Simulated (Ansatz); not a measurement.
A family of molecules: the HOMO–LUMO gap

One atom is swapped for its congeners: C2H9NSi `CN(C)[SiH3]`; As(CH3)2(SiH3); Sb(CH3)2(SiH3). The P member is missing. All are singlets with charge 0.

Shapes, held fixed at every level: PBE0-D4/def2-TZVP. Programs: Ansatz 0.2.0. Values in eV.

```json
{"level": "PBE-D4/def2-TZVPP", "C2H9NSi": "4.82", "As(CH3)2(SiH3)": "5.09", "Sb(CH3)2(SiH3)": "4.64"}
{"level": "r2SCAN-D4/def2-TZVPP", "C2H9NSi": "5.51", "As(CH3)2(SiH3)": "5.63", "Sb(CH3)2(SiH3)": "5.11"}
{"level": "BHLYP-D4/def2-TZVPP", "C2H9NSi": "8.99", "As(CH3)2(SiH3)": "8.62", "Sb(CH3)2(SiH3)": "7.87"}
{"level": "PBE0-D4/def2-TZVPP", "C2H9NSi": "6.96", "As(CH3)2(SiH3)": "6.90", "Sb(CH3)2(SiH3)": "6.31"}
{"level": "r2SCAN0-D4/def2-TZVPP", "C2H9NSi": "7.42", "As(CH3)2(SiH3)": "7.25", "Sb(CH3)2(SiH3)": "6.61"}
{"level": "wB97X-V/def2-TZVPP", "C2H9NSi": "11.28", "As(CH3)2(SiH3)": "11.02", "Sb(CH3)2(SiH3)": "10.23"}
```

At wB97X-V/def2-TZVPP the HOMO–LUMO gap falls at every step, from 11.28 to 10.23 eV. 4 of 6 levels show this order throughout; 4 agree on the largest and the smallest. For atoms past krypton def2 sets carry core potentials with scalar relativity. Relativity is left out for As unless named. Orbital gaps aren't excitation energies, and the LUMO depends on the basis.
